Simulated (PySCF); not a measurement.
Compound: CH8N2SeSi2.
Atom-mapped SMILES: `[CH2:1]=[N:2][Si@@H:3]([SeH:4])[SiH2:5][NH2:6]` (hydrogens: H7, H8 on C1; H9 on Si3; H10 on Se4; H11, H12 on Si5; H13, H14 on N6)

A GFN2-xTB structure was refined with PBE0-D3(BJ)/def2-SVP geometry optimisation, gas phase in PySCF. Its GFN2-xTB values:

```csv
coordinate,GFN2-xTB
C1=N2,1.232 Å
C1–H7,1.100 Å
C1–H8,1.074 Å
N2–Si3,1.711 Å
Si3–Se4,2.332 Å
Si3–Si5,2.326 Å
Si3–H9,1.440 Å
Se4–H10,1.413 Å
Si5–N6,1.728 Å
Si5–H11,1.465 Å
Si5–H12,1.465 Å
N6–H13,1.022 Å
C1–N2–Si3,136.2°
N2–Si3–Se4,102.6°
N2–Si3–Si5,105.5°
Si3–Si5–N6,104.7°
Se4–Si3–Si5,110.9°
C1–N2–Si3–Se4,122°
N2–Si3–Si5–N6,-56°
```

Q: How do these coordinates change at the PBE0-D3(BJ)/def2-SVP level?

A: 
```tsv
coordinate	PBE0-D3(BJ)/def2-SVP (Å or °)	change
Se4–H10	1.476	+0.063
Si3–H9	1.502	+0.062
N2–Si3	1.766	+0.055
Si3–Se4	2.278	-0.054
Si5–H11	1.504	+0.039
C1–H8	1.106	+0.032
C1=N2	1.263	+0.031
Si5–H12	1.494	+0.029
Si5–N6	1.743	+0.015
C1–H7	1.112	+0.012
Si3–Si5	2.337	+0.011
N6–H13	1.017	-0.005
C1–N2–Si3	125.3	-10.9
N2–Si3–Se4	109.5	+6.9
Se4–Si3–Si5	105.6	-5.3
Si3–Si5–N6	99.7	-5.0
N2–Si3–Si5	102.4	-3.1
C1–N2–Si3–Se4	117	-5
N2–Si3–Si5–N6	-57	-1
```

The energy falls by 33.4 kJ/mol over 10 energy and gradient evaluations, the largest force component goes from 0.0360 to 3.0e-04 Eh/bohr, and the atoms move by 0.190 Å rms after alignment. Among the bonds, Si3–H9 and Se4–H10 change most and about equally (+0.062 to +0.063 Å). Bonds longer at the end by more than 0.005 Å: 11 of 13; shorter: 1. Among the dihedrals that turn most is H9–Si3–Se4–H10, from -146° to -160°. Rotational constants go from 1556, 992.9, 709.1 to 1506, 1071, 734.6 MHz.

The run used 150 basis functions and 71 SCF cycles in all. The run took 74 s on AMD EPYC 9R45, one thread (shared host), and the process peaked at 0.60 GiB of memory.

No frequency check. One conformer, not necessarily the lowest.
